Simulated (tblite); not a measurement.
Record of a relaxation.

Compound: C6H9FSeSi.
Numbering: `[CH:1]#[C:2][C@@H:3]1[CH2:4][SiH2:5][CH2:6][Se:7][C@@H:8]1[F:9]` (hydrogens: H10 on C1; H11 on C3; H12, H13 on C4; H14, H15 on Si5; H16, H17 on C6; H18 on C8)

Computed with GFN2-xTB (tblite), gas phase: L-BFGS steps from a force-field or distance-geometry start until the largest atomic force falls under 0.01 eV/Å. 9 of its 51 geometries are shown.

Step 0: E = -734.2907 eV, largest atomic force 2.021 eV/Å
```
atom  x, y, z in Å  |  force x, y, z in eV/Å
C1      3.469    0.569   -0.431   -1.892  -0.530   0.472
C2      2.338    0.224   -0.155    1.425   0.360  -0.125
C3      0.988   -0.216    0.206    0.153   0.333  -0.676
C4      0.135   -0.279   -1.093    0.341  -0.127   0.203
Si5    -1.579   -0.966   -0.753   -0.154  -0.699  -0.918
C6     -2.328    0.071    0.590   -0.981   0.586   0.137
Se7    -1.173   -0.015    2.159   -0.177   0.202   0.163
C8      0.398    0.751    1.265    0.410  -0.246  -0.434
F9      0.075    1.970    0.706    0.120  -0.522   0.287
H10     4.436    0.880   -0.675    0.089   0.034  -0.058
H11     1.056   -1.231    0.642   -0.060   0.384  -0.016
H12     0.034    0.717   -1.544    0.340  -0.220   0.105
H13     0.621   -0.958   -1.810    0.078   0.454   0.190
H14    -2.391   -0.873   -1.981    0.052   0.026   0.131
H15    -1.484   -2.353   -0.313    0.008  -0.166   0.092
H16    -2.423    1.124    0.264   -0.046  -0.381   0.414
H17    -3.325   -0.322    0.852    0.413   0.336   0.153
H18     1.145    0.914    2.059   -0.118   0.177  -0.120
```

Step 6: E = -734.4314 eV, largest atomic force 0.155 eV/Å
```
atom  x, y, z in Å  |  force x, y, z in eV/Å
C1      3.452    0.573   -0.427    0.135   0.066  -0.038
C2      2.346    0.219   -0.142   -0.133  -0.024  -0.008
C3      0.995   -0.207    0.179   -0.010  -0.082   0.072
C4      0.140   -0.289   -1.090    0.085   0.015  -0.035
Si5    -1.593   -1.003   -0.786   -0.034   0.033  -0.045
C6     -2.358    0.074    0.576   -0.040   0.019   0.055
Se7    -1.190    0.011    2.155    0.001  -0.025   0.014
C8      0.418    0.725    1.247   -0.057   0.095  -0.002
F9      0.081    1.936    0.716   -0.017   0.073  -0.083
H10     4.425    0.877   -0.675   -0.004   0.008   0.006
H11     1.056   -1.198    0.641    0.024  -0.147   0.044
H12     0.076    0.705   -1.534   -0.008   0.038   0.009
H13     0.660   -0.919   -1.810    0.091   0.001  -0.036
H14    -2.404   -0.871   -2.001    0.018  -0.034   0.008
H15    -1.484   -2.384   -0.301   -0.023   0.011  -0.018
H16    -2.444    1.125    0.304   -0.055  -0.013  -0.017
H17    -3.332   -0.290    0.894   -0.021   0.028   0.075
H18     1.147    0.923    2.043    0.048  -0.060   0.002
```

Step 12: E = -734.4389 eV, largest atomic force 0.061 eV/Å
```
atom  x, y, z in Å  |  force x, y, z in eV/Å
C1      3.448    0.579   -0.426    0.004   0.004   0.000
C2      2.344    0.216   -0.142    0.009  -0.037   0.019
C3      0.997   -0.220    0.184   -0.021   0.007   0.002
C4      0.150   -0.293   -1.092   -0.017  -0.005  -0.009
Si5    -1.593   -0.996   -0.791   -0.014   0.006   0.015
C6     -2.368    0.074    0.582   -0.007   0.014   0.013
Se7    -1.190    0.014    2.156    0.021   0.035  -0.043
C8      0.416    0.728    1.240   -0.034  -0.033   0.038
F9      0.084    1.938    0.700    0.027  -0.045  -0.026
H10     4.420    0.881   -0.674    0.014   0.031  -0.008
H11     1.059   -1.214    0.648   -0.002   0.013  -0.001
H12     0.084    0.707   -1.526    0.015   0.011   0.020
H13     0.686   -0.909   -1.816   -0.012  -0.007  -0.003
H14    -2.404   -0.879   -2.006    0.013   0.004   0.000
H15    -1.492   -2.378   -0.308   -0.011   0.014  -0.009
H16    -2.462    1.124    0.305   -0.017  -0.010   0.006
H17    -3.339   -0.283    0.919    0.025  -0.027  -0.008
H18     1.150    0.916    2.035    0.007   0.023  -0.005
```

Step 19: E = -734.4421 eV, largest atomic force 0.048 eV/Å
```
atom  x, y, z in Å  |  force x, y, z in eV/Å
C1      3.446    0.584   -0.424   -0.039  -0.014   0.016
C2      2.352    0.196   -0.133    0.018   0.012  -0.018
C3      1.001   -0.235    0.189    0.011  -0.003  -0.008
C4      0.153   -0.292   -1.089    0.004  -0.018   0.021
Si5    -1.596   -0.984   -0.791    0.047  -0.006   0.005
C6     -2.373    0.079    0.585   -0.007  -0.016  -0.011
Se7    -1.190    0.034    2.153    0.014   0.014   0.011
C8      0.422    0.722    1.236    0.019   0.002  -0.022
F9      0.098    1.922    0.669    0.005   0.023   0.022
H10     4.413    0.904   -0.674   -0.009   0.004   0.005
H11     1.055   -1.229    0.652   -0.009  -0.008  -0.007
H12     0.098    0.716   -1.509    0.010  -0.037   0.004
H13     0.682   -0.908   -1.819   -0.016   0.015   0.005
H14    -2.396   -0.876   -2.012   -0.014   0.030  -0.017
H15    -1.506   -2.369   -0.314    0.000   0.007   0.007
H16    -2.492    1.127    0.308   -0.019  -0.017   0.015
H17    -3.331   -0.305    0.930   -0.008   0.007  -0.012
H18     1.154    0.923    2.030   -0.008   0.007  -0.016
```

Step 25: E = -734.4430 eV, largest atomic force 0.023 eV/Å
```
atom  x, y, z in Å  |  force x, y, z in eV/Å
C1      3.445    0.585   -0.422   -0.011  -0.002   0.003
C2      2.353    0.189   -0.134    0.007   0.004   0.003
C3      1.003   -0.241    0.191    0.000   0.003  -0.013
C4      0.155   -0.296   -1.087   -0.003  -0.001  -0.014
Si5    -1.595   -0.983   -0.792   -0.002   0.000   0.008
C6     -2.374    0.076    0.586   -0.009   0.002   0.002
Se7    -1.188    0.043    2.153   -0.017  -0.007   0.013
C8      0.425    0.723    1.233    0.016   0.004  -0.010
F9      0.105    1.924    0.665    0.007   0.001  -0.005
H10     4.409    0.913   -0.673   -0.004  -0.002   0.005
H11     1.052   -1.236    0.653    0.001   0.015   0.010
H12     0.104    0.712   -1.505   -0.005   0.005  -0.010
H13     0.679   -0.909   -1.821    0.013  -0.016   0.006
H14    -2.394   -0.865   -2.013   -0.002   0.018  -0.002
H15    -1.509   -2.367   -0.313    0.000  -0.004  -0.002
H16    -2.505    1.123    0.312    0.002   0.003  -0.010
H17    -3.331   -0.312    0.929    0.000  -0.017   0.011
H18     1.157    0.927    2.026    0.007  -0.008   0.003
```

Step 31: E = -734.4435 eV, largest atomic force 0.026 eV/Å
```
atom  x, y, z in Å  |  force x, y, z in eV/Å
C1      3.443    0.587   -0.420    0.020   0.009  -0.006
C2      2.352    0.187   -0.134   -0.008   0.004   0.003
C3      1.002   -0.242    0.189    0.000   0.001   0.013
C4      0.157   -0.299   -1.089   -0.001   0.002   0.004
Si5    -1.595   -0.981   -0.791   -0.024   0.002  -0.010
C6     -2.378    0.073    0.588    0.014  -0.004   0.003
Se7    -1.188    0.049    2.154    0.005   0.009  -0.014
C8      0.428    0.725    1.230   -0.012   0.004   0.007
F9      0.113    1.926    0.661   -0.004  -0.001  -0.002
H10     4.407    0.917   -0.669    0.007  -0.002   0.002
H11     1.050   -1.234    0.657    0.000  -0.007  -0.002
H12     0.106    0.707   -1.509    0.003  -0.003  -0.014
H13     0.682   -0.916   -1.819   -0.002  -0.006   0.002
H14    -2.393   -0.846   -2.013    0.006  -0.002   0.014
H15    -1.511   -2.366   -0.314   -0.005   0.001  -0.013
H16    -2.514    1.119    0.311   -0.009  -0.008   0.004
H17    -3.331   -0.323    0.934    0.013   0.005   0.005
H18     1.162    0.925    2.022   -0.003  -0.004   0.004
```

Step 38: E = -734.4439 eV, largest atomic force 0.018 eV/Å
```
atom  x, y, z in Å  |  force x, y, z in eV/Å
C1      3.443    0.590   -0.418    0.006  -0.001   0.002
C2      2.353    0.188   -0.133   -0.005  -0.006  -0.009
C3      1.003   -0.242    0.189    0.000   0.007   0.010
C4      0.157   -0.303   -1.089    0.013   0.003   0.004
Si5    -1.597   -0.979   -0.792    0.007   0.003  -0.009
C6     -2.377    0.071    0.591   -0.012   0.002   0.000
Se7    -1.187    0.059    2.154    0.013  -0.001   0.006
C8      0.429    0.727    1.228   -0.014  -0.001   0.012
F9      0.118    1.929    0.658    0.003  -0.002   0.001
H10     4.408    0.920   -0.664    0.000  -0.001   0.002
H11     1.050   -1.233    0.659    0.006   0.005  -0.003
H12     0.111    0.700   -1.519    0.003  -0.001   0.000
H13     0.682   -0.928   -1.814   -0.004  -0.007  -0.003
H14    -2.394   -0.831   -2.012   -0.006  -0.004  -0.002
H15    -1.518   -2.367   -0.325   -0.006  -0.007  -0.007
H16    -2.529    1.113    0.313    0.006   0.012   0.002
H17    -3.324   -0.333    0.943   -0.013  -0.012   0.003
H18     1.162    0.924    2.022    0.003   0.010  -0.009
```

Step 44: E = -734.4441 eV, largest atomic force 0.013 eV/Å
```
atom  x, y, z in Å  |  force x, y, z in eV/Å
C1      3.445    0.591   -0.416   -0.007  -0.004   0.002
C2      2.353    0.189   -0.134    0.005   0.004   0.005
C3      1.003   -0.241    0.190   -0.001  -0.002  -0.011
C4      0.159   -0.305   -1.089   -0.006  -0.002  -0.001
Si5    -1.599   -0.976   -0.794    0.010   0.001   0.005
C6     -2.379    0.069    0.593    0.002  -0.001   0.003
Se7    -1.185    0.062    2.155    0.001  -0.007   0.002
C8      0.429    0.729    1.228    0.009   0.000  -0.009
F9      0.120    1.931    0.656   -0.007   0.000  -0.005
H10     4.410    0.921   -0.662    0.003  -0.001  -0.001
H11     1.052   -1.232    0.659   -0.001   0.005   0.007
H12     0.116    0.696   -1.523    0.002  -0.003   0.003
H13     0.681   -0.935   -1.811    0.000   0.004   0.008
H14    -2.397   -0.825   -2.012   -0.005   0.004  -0.008
H15    -1.524   -2.368   -0.335   -0.002   0.002  -0.001
H16    -2.534    1.112    0.316   -0.003  -0.004   0.005
H17    -3.324   -0.340    0.947    0.001   0.005  -0.005
H18     1.163    0.928    2.021    0.000   0.001   0.000
```

Step 50: E = -734.4442 eV, largest atomic force 0.010 eV/Å
```
atom  x, y, z in Å  |  force x, y, z in eV/Å
C1      3.446    0.590   -0.415    0.002   0.001  -0.002
C2      2.354    0.190   -0.134    0.000  -0.002  -0.001
C3      1.004   -0.240    0.189    0.002   0.000   0.004
C4      0.159   -0.307   -1.089    0.003  -0.002   0.001
Si5    -1.599   -0.974   -0.795   -0.004   0.000  -0.001
C6     -2.379    0.068    0.595    0.000   0.000  -0.003
Se7    -1.183    0.060    2.155   -0.006  -0.003  -0.004
C8      0.430    0.731    1.227   -0.004   0.001   0.001
F9      0.117    1.931    0.653   -0.005  -0.001   0.000
H10     4.411    0.920   -0.660    0.000  -0.002   0.001
H11     1.054   -1.229    0.662   -0.002  -0.004  -0.003
H12     0.119    0.693   -1.526   -0.002  -0.001   0.000
H13     0.681   -0.940   -1.808    0.003  -0.001  -0.005
H14    -2.399   -0.820   -2.013    0.005   0.005   0.004
H15    -1.528   -2.368   -0.342    0.000   0.003   0.001
H16    -2.536    1.111    0.321    0.006   0.002   0.001
H17    -3.324   -0.342    0.947    0.006  -0.003   0.007
H18     1.164    0.932    2.018   -0.003   0.007  -0.002
```

Task: Summarise the path.

Result: The energy falls by 14.82 kJ/mol from step 0 to step 50; nine tenths of that is first reached at step 6. It rises by more than 0.2 meV at step 1. The largest force goes from 2.021 to 0.010 eV/Å. Among the bonds Si5–C6 changes most, from 1.855 to 1.904 Å; the atoms move by 0.065 Å rms after alignment.

The cost below is that of the whole relaxation. The run took 0.44 s wall on one thread, Arm Neoverse V1 (aarch64), on a shared host.
